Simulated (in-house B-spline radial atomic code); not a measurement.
The numbers below are computed, except where a source is named.
# Ghost states of the separable form: Cd

Cd, [Kr] 4d10 5s2, non-relativistic PBE, spherical and spin-unpolarised, from an all-electron radial atomic-structure program (B-spline basis) (atomic units; all potentials screened as in the neutral atom).

Troullier-Martins channels: 5s (ε = -0.1940, r_c = 2.059 bohr), 4d (ε = -0.4645, r_c = 0.837 bohr). In the Kleinman-Bylander form one channel serves as the local potential, and each other channel l becomes |δV u><u δV|/<u|δV|u>, with δV = V_l − V_local and u the pseudo-orbital. Its strength is E_KB = <u|δV²|u>/<u|δV|u>. By the analysis of Gonze, Stumpf and Scheffler a spurious state lies below the reference level ε if E_KB > 0 and ε is above the second level of the local potential alone, or if E_KB < 0 and ε is above its first. The table's levels are those of angular momentum l in a sphere of 9 bohr, whose wall can lift a shallow ε a little above its free-atom value.

```csv
local,channel,<u δV u>,<u δV² u>,ε,first local level,second local level
s,d,-4.9611,45.653,-0.4645,0.0971,0.3314
d,s,0.2451,1.3379,-0.1935,-17.1256,-3.0169
```

Q: Apply the rule to each row.

A: Local s, channel d: E_KB = -9.2, so ε = -0.4645 is set against 0.0971: no ghost. Local d, channel s: E_KB = +5.46, so ε = -0.1935 is set against -3.0169: a ghost.

Diagonalising the separable Hamiltonian gives:

```
local  channel        three lowest levels  all-electron, two lowest valence levels
    s        d    -0.4645, 0.1137, 0.3886                          -0.4645, 0.1121
    d        s  -15.2288, -0.1935, 0.0884                          -0.1935, 0.0928
```

Q: Which choices of local channel are safe?

A: Free of ghosts: s. With d local the s channel has a ghost 15.04 hartree below ε, since the local potential binds more than one state below ε, and a repulsive term of rank one raises each level at most to the next, so it clears only one of them. Among the safe choices the second level, which tests transfer, is off by at most 1.6 millihartree (s local).
